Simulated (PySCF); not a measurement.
C₂H₃F₃O₂Si.
Atom-mapped SMILES: `[O:1]=[C:2]([SiH2:3][OH:4])[C:5]([F:6])([F:7])[F:8]` (hydrogens: H9, H10 on Si3; H11 on O4)

Theory: core-valence-separated Tamm–Dancoff BHandHLYP/aug-pcX-1 (pcseg-1 on H, def2-SVPD on Si) in PySCF, non-relativistic, gas phase, PBE0-D3(BJ)/def2-SVP geometry. BHandHLYP without relativity tends to put these K edges a few eV too low, so spacings mean more than positions.

Task: Give energies, oscillator strengths and core holes at the O K edge.

Result: 
| E (eV) | f | core hole on | main final orbital | polarisation |
| --- | --- | --- | --- | --- |
| 528.06 | 0.0546 | O1 | LUMO (93 %) | normal to the local trigonal plane |
| 532.15 | 0.0009 | O4 | LUMO (98 %) | – |
| 532.19 | 0.0078 | O4 | LUMO+1 (81 %) | – |
| 533.56 | 0.0326 | O4 | spread | – |
| 534.17 | 0.0091 | O4 | LUMO+3 (51 %) | – |
| 534.40 | 0.0028 | O1 | LUMO+1 (84 %) | in the local trigonal plane |
| 534.74 | 0.0270 | O4 | LUMO+4/LUMO+8 (2 roots, f summed) | – |
| 535.56 | 0.0057 | O1 | LUMO+2 (54 %) | in the local trigonal plane |
| 535.70 | 0.0051 | O4 | spread | – |
| 535.87 | 0.0007 | O4 | LUMO+5 (75 %) | – |

The first line with a tenth or more of the strongest one's intensity is at 528.06 eV (f = 0.055), with the hole on O1 (carbonyl oxygen), polarised normal to the local trigonal plane: a 1s→π* resonance. It is also the strongest listed.

Task: List the carbon K-edge absorption lines.

Result: 
```
E (eV)       f  core hole on  main final orbital                        polarisation
282.56  0.0738            C2         LUMO (91 %)  normal to the local trigonal plane
288.71  0.0025            C2       LUMO+1 (82 %)         in the local trigonal plane
289.24  0.0259            C2       LUMO+3 (57 %)         in the local trigonal plane
290.17  0.0240            C5         LUMO (85 %)                                   –
290.19  0.0022            C2       LUMO+2 (65 %)         in the local trigonal plane
290.69  0.0097            C2       LUMO+5 (58 %)  normal to the local trigonal plane
290.80  0.0202            C2              spread         in the local trigonal plane
290.96  0.0002            C2       LUMO+6 (47 %)                                   –
291.19  0.0002            C2       LUMO+5 (34 %)                                   –
291.42  0.0029            C2       LUMO+7 (48 %)         in the local trigonal plane
291.78  0.0070            C2              spread         in the local trigonal plane
```

The first line with a tenth or more of the strongest one's intensity is at 282.56 eV (f = 0.074), with the hole on C2 (carbonyl carbon), polarised normal to the local trigonal plane: a 1s→π* resonance. It is also the strongest listed.

Task: Give energies, oscillator strengths and core holes at the F K edge.

Result: 
| E (eV) | f | core hole on | main final orbital |
| --- | --- | --- | --- |
| 685.59 | 0.0260 | F6/F7 | LUMO (2 roots, f summed) |
| 686.11 | 0.0015 | F8 | LUMO (97 %) |
| 687.48 | 0.0266 | F8 | spread |
| 687.84 | 0.0071 | F6 | LUMO+1 (48 %) |
| 687.88 | 0.0057 | F7 | LUMO+1 (47 %) |
| 688.39 | 0.0119 | F6 + F7 | LUMO+2 (2 roots, f summed) |
| 688.46 | 0.0088 | F8 | LUMO+2 (40 %) |
| 688.65 | 0.0655 | F6/F7 | spread (2 roots, f summed) |
| 688.87 | 0.0130 | F8 | LUMO+1 (63 %) |
| 689.39 | 0.0071 | F8 | LUMO+5 (71 %) |
| 689.50 | 0.0071 | F6/F7 | LUMO+4 (2 roots, f summed) |

The first line with a tenth or more of the strongest one's intensity is at 685.59 eV (f = 0.026, sum of 2), with the hole on F6/F7 (fluorine of a CF3 group). The strongest listed is at 688.65 eV (f = 0.066, sum of 2; F6/F7).

Roots within 0.03 eV whose holes lie on the same, on equivalent or on shared atoms are summed into one line, and the highest roots are left out, as the search may have cut off their partners. Final orbitals are the ground state's empty Kohn–Sham orbitals. A dash: too weak, shared between unlike atoms, or no plane or axis to refer to.

Task: What is the summed oscillator strength of the listed O K lines, and their intensity-weighted mean energy?

Result: Σf = 0.146 over 10 lines from 528.06 to 535.87 eV; the weighted mean is 531.86 eV. The strongest line holds 37 % of the sum.

Only the lowest roots of each edge were sought.

Shape of the structure used: `[O:1]=[C:2]([SiH2:3][OH:4])[C:5]([F:6])([F:7])[F:8]`: O1–C2–Si3–O4 0°, O1–C2–C5–F6 123°, H–O4–Si3–C2 0°.

One conformer stands for the species.
